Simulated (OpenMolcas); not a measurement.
## Ca: input and output

Input:

```
&GATEWAY
Coord
1

Ca 0.0 0.0 0.0
Basis=ANO-RCC-VTZP
Group=XYZ
NoMove
AngMom=0.0 0.0 0.0
AMFI
&SEWARD
* reference wave functions (RASSCF and RASSI steps not shown): 2 electrons in 4 orbitals (4s 4p)
>>> COPY JOB001 $Project.JobIph
&CASPT2
Multistate=3 1 2 3
Frozen=2 3
IPEA=0.25
Imaginary=0.1
MaxIter=60
WThr=0.0 0.3 0.05
PrWF=0.5
NoMix
>>> COPY JOB002 $Project.JobIph
&CASPT2
Multistate=6 1 2 3 4 5 6
Frozen=2 3
IPEA=0.25
Imaginary=0.1
MaxIter=60
WThr=0.0 0.3 0.05
PrWF=0.5
NoMix
>>> COPY JOB003 $Project.JobIph
&CASPT2
Multistate=3 1 2 3
Frozen=2 3
IPEA=0.25
Imaginary=0.1
MaxIter=60
WThr=0.0 0.3 0.05
PrWF=0.5
NoMix
...
```

Output, cut to the results:

```
--- CASPT2 ---
Orbital specifications:
      -----------------------

      Symmetry species                           1   2
                                                ag  au
      Frozen orbitals                            2   3
      Inactive orbitals                          1   3
      Active orbitals                            1   3
      Secondary orbitals                        12  13
      Deleted orbitals                           0   0
      Number of basis functions                 16  22
Type of calculation                        MS-CASPT2
      Fock operator                              state-specific
      IPEA shift                                 0.25
      Real shift                                 0.00
      Imaginary shift                            0.10
      The input orbitals will be transformed to quasi-canonical
Reference energy:        -679.4744370045
      E2 (Non-variational):      -0.2250308043
      Shift correction:          -0.0001953574
      E2 (Variational):          -0.2252261617
      Total energy:            -679.6996631662
      Residual norm:              0.0000000350
      Reference weight:           0.94816
      Contributions to the CASPT2 correlation energy
      Active & Virtual Only:         -0.0025221457
      One Inactive Excited:          -0.0128653038
      Two Inactive Excited:          -0.2096433549
Reference energy:        -679.4744370045
      E2 (Non-variational):      -0.2250308043
      Shift correction:          -0.0001953574
      E2 (Variational):          -0.2252261617
      Total energy:            -679.6996631662
      Residual norm:              0.0000000350
      Reference weight:           0.94816
      Contributions to the CASPT2 correlation energy
      Active & Virtual Only:         -0.0025221457
      One Inactive Excited:          -0.0128653038
      Two Inactive Excited:          -0.2096433549
::    CASPT2 Root  1     Total energy:   -679.69966317
::    CASPT2 Root  2     Total energy:   -679.69966317
::    CASPT2 Root  3     Total energy:   -679.69966317
::    MS-CASPT2 Root  1     Total energy:   -679.69966317
::    MS-CASPT2 Root  2     Total energy:   -679.69966317
::    MS-CASPT2 Root  3     Total energy:   -679.69966317
--- CASPT2 ---
Orbital specifications:
      -----------------------

      Symmetry species                           1   2
                                                ag  au
      Frozen orbitals                            2   3
      Inactive orbitals                          1   3
      Active orbitals                            1   3
      Secondary orbitals                        12  13
      Deleted orbitals                           0   0
      Number of basis functions                 16  22
Type of calculation                        MS-CASPT2
      Fock operator                              state-specific
      IPEA shift                                 0.25
      Real shift                                 0.00
      Imaginary shift                            0.10
      The input orbitals will be transformed to quasi-canonical
Reference energy:        -679.6502909687
      E2 (Non-variational):      -0.2332279043
      Shift correction:          -0.0002171728
      E2 (Variational):          -0.2334450770
      Total energy:            -679.8837360458
      Residual norm:              0.0000002688
      Reference weight:           0.94471
      Contributions to the CASPT2 correlation energy
      Active & Virtual Only:         -0.0037068334
      One Inactive Excited:          -0.0199576330
      Two Inactive Excited:          -0.2095634379
Reference energy:        -679.4516498346
      E2 (Non-variational):      -0.2384558113
      Shift correction:          -0.0020516132
      E2 (Variational):          -0.2405074244
      Total energy:            -679.6921572590
      Residual norm:              0.0000001732
      Reference weight:           0.90983
      Contributions to the CASPT2 correlation energy
      Active & Virtual Only:         -0.0158586048
      One Inactive Excited:          -0.0129841461
      Two Inactive Excited:          -0.2096130603
::    CASPT2 Root  1     Total energy:   -679.88373605
::    CASPT2 Root  2     Total energy:   -679.69215726
::    CASPT2 Root  3     Total energy:   -679.69213351
::    CASPT2 Root  4     Total energy:   -679.69213323
::    CASPT2 Root  5     Total energy:   -679.69213377
::    CASPT2 Root  6     Total energy:   -679.69213347
::    MS-CASPT2 Root  1     Total energy:   -679.88373607
::    MS-CASPT2 Root  2     Total energy:   -679.69215808
::    MS-CASPT2 Root  3     Total energy:   -679.69213469
::    MS-CASPT2 Root  4     Total energy:   -679.69213331
::    MS-CASPT2 Root  5     Total energy:   -679.69213294
::    MS-CASPT2 Root  6     Total energy:   -679.69213221
--- CASPT2 ---
Orbital specifications:
      -----------------------

      Symmetry species                           1   2
                                                ag  au
      Frozen orbitals                            2   3
      Inactive orbitals                          1   3
      Active orbitals                            1   3
      Secondary orbitals                        12  13
      Deleted orbitals                           0   0
      Number of basis functions                 16  22
Type of calculation                        MS-CASPT2
      Fock operator                              state-specific
      IPEA shift                                 0.25
      Real shift                                 0.00
      Imaginary shift                            0.10
      The input orbitals will be transformed to quasi-canonical
Reference energy:        -679.5877991947
      E2 (Non-variational):      -0.2278381214
      Shift correction:          -0.0002314681
      E2 (Variational):          -0.2280695894
      Total energy:            -679.8158687842
      Residual norm:              0.0000001339
      Reference weight:           0.94693
...
```

Levels above the lowest, from the spin-orbit matrix with the single-state CASPT2 energies, averaged by term, on its diagonal:

```tsv
Configuration	Term	J	E (cm-1)	Measured (cm-1)	g	Term weight %
4s2	1S	0	0.0	0.0		100
4s 4p	3P*	0	14817	15158		100
4s 4p	3P*	1	14856	15210	1.501	100
4s 4p	3P*	2	14934	15316	1.501	100
4s 4p	1P*	1	27595	23652	1.000	100
4p2	3P	0	40326	38418		100
4p2	3P	1	40363	38465	1.501	100
4p2	3P	2	40434	38552	1.501	100
4p2	1D	2	42053		1.001	100
```

Against the 7 measured excited levels shown (NIST Handbook of Basic Atomic Spectroscopic Data) the mean absolute deviation is 1500 cm-1; the largest miss in energy is 4s 4p 1P* 1: computed 27595, measured 23652 cm-1 (+16.7 %).

The ¹D term of p² mixes with s d, which this space lacks. Measured partners are found by configuration, term and J. A level has none where our copy of the source lacks it or the pairing is in doubt (some pairs that miss far off the trend of their configuration count as doubtful), and it then counts in no deviation. Only configurations of the active space appear. The first state left out of the spin-orbit step lies near 56000 cm-1 above the lowest spin-free state of the reference (among the parities and spins computed), and the list stops at four fifths of that energy or lower.

The term weight is that of the spin-free term in the level, not the purity of its configuration. * marks odd parity.
